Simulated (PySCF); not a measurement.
Species: C₃H₆B₂.
Structure used (PBE0-D3(BJ)/def2-SVP), in Å, numbered top down from 1:
```
atom  x, y, z in Å
B1    -1.100   -0.122    0.291
C2     0.224   -0.057   -0.542
B3     0.692    1.435   -0.469
C4     1.214   -1.090   -0.320
C5     2.040   -1.954   -0.127
H6    -2.026    0.583   -0.030
H7    -1.195   -0.854    1.245
H8    -0.195   -0.072   -1.577
H9     1.777    1.721   -0.026
H10   -0.054    2.302   -0.857
H11    2.777   -2.717    0.044
```

Theory: PBE0-D3(BJ)/def2-SVP geometry optimisation, gas phase in PySCF.

Take the most abundant isotopes and a rigid rotor. The values belong to one conformer with, in the numbering `[BH2:1][CH:2]([BH2:3])[C:4]#[CH:5]`, H–B1–C2–B3 58° and -121°, B1–C2–B3–H 122° and -58°.

(1) Give the principal moments of inertia and the rotational constants in GHz.

(2) Classify the top.

(3) Is it planar, by Δ = Ic − Ia − Ib?

(4) Give the other two planar moments, Paa and Pbb, and the rms extents of the mass along the axes.

(5) List the rotational levels J(Ka,Kc) to J = 2 (MHz).

(6) Which types of transition are allowed, and where do some lines up to J = 3 fall?

(7) Estimate the classical rotational partition function at 100 K, 298.15 K and 500 K.

## Answers

(1) Ia = 52.39, Ib = 135.86, Ic = 176.70 u·Å²; 505379 MHz·u·Å²/I gives 9647, 3720 and 2860 MHz, that is A = 9.6472, B = 3.7199, C = 2.8601 GHz.

(2) An asymmetric top; Ray's κ = -0.747.

(3) Not planar: Δ = Ic − Ia − Ib = -11.55 u·Å². For a rigid frame Δ = −2 Σ m c², so Σ m c² = 5.77 u·Å² lies off the ab plane: 3.75 from hydrogen and 2.03 from heavier atoms. The atom farthest from that plane is 1.40 Å away.

(4) Paa = Σ m a² = (Ib + Ic − Ia)/2 = 130.08 and Pbb = Σ m b² = (Ia + Ic − Ib)/2 = 46.61 u·Å². With the mass M = 64.07 u, the rms extents √(P/M) along a, b and c are 1.42, 0.85, 0.30 Å.

(5) Above 0(0,0):
J = 1: 1(0,1) 6580, 1(1,1) 12507, 1(1,0) 13367
J = 2: 2(0,2) 19653, 2(1,2) 24808, 2(1,1) 27387, 2(2,1) 45169, 2(2,0) 45256
Those of J = 1 are B + C, A + C and A + B.

(6) The dipole components are |μa| = 0.30 D, |μb| = 0.00 D, |μc| = 0.60 D; the mirror of this Cs structure is the ac plane, so μb vanishes by symmetry (the 0.01 D computed is a residue) and there are no b-type lines. The squared components, which scale the intensities, stand as 0.26 : 1.00 (a : c). Some lines, for components of 0.1 D or more:

```
type  branch         J(Ka,Kc)    MHz  lower level (cm⁻¹)
   a       Q  1(1,0) ← 1(1,1)    860               0.417
   a       Q  2(1,1) ← 2(1,2)   2579               0.827
   c       Q  3(1,3) ← 3(0,3)   4155               1.303
   c       Q  1(1,1) ← 1(0,1)   5927               0.219
   a       R  2(1,2) ← 1(1,1)  12300               0.417
   c       R  1(1,0) ← 0(0,0)  13367               0.000
   c       Q  3(2,2) ← 3(1,2)  16550               1.613
   c       Q  2(2,1) ← 2(1,1)  17782               0.914
   a       R  3(1,3) ← 2(1,2)  18399               0.827
   a       R  3(0,3) ← 2(0,2)  19398               0.656
   a       R  3(2,2) ← 2(2,1)  19740               1.507
   a       R  3(1,2) ← 2(1,1)  20972               0.914
   c       R  2(2,0) ← 1(1,0)  31889               0.446
   c       R  2(2,1) ← 1(1,1)  32662               0.417
   c       R  3(2,2) ← 2(1,2)  40101               0.827
```

(7) Point group Cs, symmetry number σ = 1; q = (√π/σ)·√((kT/h)³/(ABC)), k/h = 20836.6 MHz/K: 16600 at 100 K, 85700 at 298.15 K, 186000 at 500 K.

PBE0-D3(BJ)/def2-SVP frequencies: not computed here. Zero-point vibration and centrifugal distortion are left out. Quadrupole hyperfine structure (11B) is left out.
